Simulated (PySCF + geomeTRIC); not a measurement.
Method: M06-2X/def2-TZVP run with PySCF + geomeTRIC. fastk is a local helper that only speeds up exchange builds. No frequencies were computed at this level.

```python
import json, numpy as np
from pyscf import gto, dft
from fastk import lowrank_exchange
atoms = """
N     -1.154291     0.022892    -0.312542
B      0.027476    -0.008921     0.096404
O      1.277528    -0.154193     0.474009
H     -2.113027     0.236680    -0.400254
H      1.962312    -0.096458    -0.185135
"""
def scf(charge, spin, dm0=None):
    mol = gto.M(atom=atoms, basis='def2-tzvp', ecp={}, charge=charge, spin=spin, verbose=3, max_memory=5040)
    mf = dft.KS(mol, xc='m062x').density_fit(auxbasis="def2-universal-jkfit")
    mf.grids.level = 4
    mf.conv_tol = 1e-8
    mf.max_cycle = 60
    mf.kernel(dm0)
    if not mf.converged:
        mf = mf.newton().run(mf.mo_coeff, mf.mo_occ).undo_soscf()
    return mf
mf = scf(0, 0)
from pyscf.geomopt.geometric_solver import kernel as optimize
path = []
done, mol = optimize(mf, maxsteps=80, assert_convergence=False, callback=lambda env: path.append((env["energy"], bool(env["g_scanner"].converged))))
res = dict(converged=bool(done and path[-1][1]), energy=path[-1][0], path=[e for e, c in path], xyz=mol.atom_coords(unit="Angstrom").tolist(), nao=mol.nao)
json.dump(res, open("result.json", "w"))
```

Output:

```
converged SCF energy = -156.081129761092
Geometry optimization cycle 1
converged SCF energy = -156.081129761138
cycle 1: E = -156.081129761  dE = -156.081  norm(grad) = 0.0409878
Geometry optimization cycle 2
converged SCF energy = -156.081781800173
cycle 2: E = -156.0817818  dE = -0.000652039  norm(grad) = 0.0103403
Geometry optimization cycle 3
converged SCF energy = -156.081992211346
cycle 3: E = -156.081992211  dE = -0.000210411  norm(grad) = 0.00624877
Geometry optimization cycle 4
converged SCF energy = -156.082127228871
cycle 4: E = -156.082127229  dE = -0.000135018  norm(grad) = 0.00690946
Geometry optimization cycle 5
converged SCF energy = -156.082237415186
cycle 5: E = -156.082237415  dE = -0.000110186  norm(grad) = 0.00583033
Geometry optimization cycle 6
converged SCF energy = -156.082332318645
cycle 6: E = -156.082332319  dE = -9.49035e-05  norm(grad) = 0.00301389
Geometry optimization cycle 7
converged SCF energy = -156.082364297339
cycle 7: E = -156.082364297  dE = -3.19787e-05  norm(grad) = 0.00115065
Geometry optimization cycle 8
converged SCF energy = -156.082371811937
cycle 8: E = -156.082371812  dE = -7.5146e-06  norm(grad) = 0.00108081
Geometry optimization cycle 9
converged SCF energy = -156.082377247295
cycle 9: E = -156.082377247  dE = -5.43536e-06  norm(grad) = 0.00107687
Geometry optimization cycle 10
converged SCF energy = -156.082384540572
cycle 10: E = -156.082384541  dE = -7.29328e-06  norm(grad) = 0.00105063
Geometry optimization cycle 11
converged SCF energy = -156.082391456892
cycle 11: E = -156.082391457  dE = -6.91632e-06  norm(grad) = 0.000927862
Geometry optimization cycle 12
converged SCF energy = -156.082395458722
cycle 12: E = -156.082395459  dE = -4.00183e-06  norm(grad) = 0.000530417
Geometry optimization cycle 13
converged SCF energy = -156.082396473794
cycle 13: E = -156.082396474  dE = -1.01507e-06  norm(grad) = 0.000153975
Geometry optimization cycle 14
converged SCF energy = -156.082396607187
cycle 14: E = -156.082396607  dE = -1.33393e-07  norm(grad) = 9.54192e-05
<class 'geometric.internal.Distance'> : 4
<class 'geometric.internal.Angle'> : 1
<class 'geometric.internal.LinearAngle'> : 4
<class 'geometric.internal.TranslationX'> : 1
<class 'geometric.internal.TranslationY'> : 1
<class 'geometric.internal.TranslationZ'> : 1
<class 'geometric.internal.RotationA'> : 1
<class 'geometric.internal.RotationB'> : 1
<class 'geometric.internal.RotationC'> : 1
Step    0 : Gradient = 1.833e-02/3.074e-02 (rms/max) Energy = -156.0811297611
Step    1 : Displace = 9.808e-03/1.386e-02 (rms/max) Trust = 1.000e-01 (=) Grad = 4.624e-03/6.973e-03 (rms/max) E (change) = -156.0817818002 (-6.520e-04) Quality = 1.268
Step    2 : Displace = 1.026e-02/1.104e-02 (rms/max) Trust = 1.414e-01 (+) Grad = 2.795e-03/4.272e-03 (rms/max) E (change) = -156.0819922113 (-2.104e-04) Quality = 1.406
Step    3 : Displace = 1.308e-02/1.805e-02 (rms/max) Trust = 2.000e-01 (+) Grad = 3.090e-03/4.731e-03 (rms/max) E (change) = -156.0821272289 (-1.350e-04) Quality = 1.408
Step    4 : Displace = 1.478e-02/2.382e-02 (rms/max) Trust = 2.828e-01 (+) Grad = 2.607e-03/3.867e-03 (rms/max) E (change) = -156.0822374152 (-1.102e-04) Quality = 1.477
Step    5 : Displace = 1.745e-02/2.960e-02 (rms/max) Trust = 3.000e-01 (+) Grad = 1.348e-03/2.204e-03 (rms/max) E (change) = -156.0823323186 (-9.490e-05) Quality = 1.331
Step    6 : Displace = 9.541e-03/1.500e-02 (rms/max) Trust = 3.000e-01 (=) Grad = 5.146e-04/8.075e-04 (rms/max) E (change) = -156.0823642973 (-3.198e-05) Quality = 1.267
Step    7 : Displace = 4.102e-03/4.987e-03 (rms/max) Trust = 3.000e-01 (=) Grad = 4.834e-04/7.526e-04 (rms/max) E (change) = -156.0823718119 (-7.515e-06) Quality = 1.402
Step    8 : Displace = 3.686e-03/4.677e-03 (rms/max) Trust = 3.000e-01 (=) Grad = 4.816e-04/6.634e-04 (rms/max) E (change) = -156.0823772473 (-5.435e-06) Quality = 1.513
Step    9 : Displace = 5.402e-03/8.133e-03 (rms/max) Trust = 3.000e-01 (=) Grad = 4.699e-04/6.218e-04 (rms/max) E (change) = -156.0823845406 (-7.293e-06) Quality = 1.419
Step   10 : Displace = 5.680e-03/9.837e-03 (rms/max) Trust = 3.000e-01 (=) Grad = 4.150e-04/5.725e-04 (rms/max) E (change) = -156.0823914569 (-6.916e-06) Quality = 1.322
Step   11 : Displace = 4.100e-03/7.128e-03 (rms/max) Trust = 3.000e-01 (=) Grad = 2.372e-04/3.996e-04 (rms/max) E (change) = -156.0823954587 (-4.002e-06) Quality = 1.150
Step   12 : Displace = 1.981e-03/2.778e-03 (rms/max) Trust = 3.000e-01 (=) Grad = 6.886e-05/1.203e-04 (rms/max) E (change) = -156.0823964738 (-1.015e-06) Quality = 0.961
Step   13 : Displace = 9.439e-04/1.188e-03 (rms/max) Trust = 3.000e-01 (=) Grad = 4.267e-05/6.175e-05 (rms/max) E (change) = -156.0823966072 (-1.334e-07) Quality = 0.642
Converged! =D
```

Cost: roughly 2.6 core-minutes.
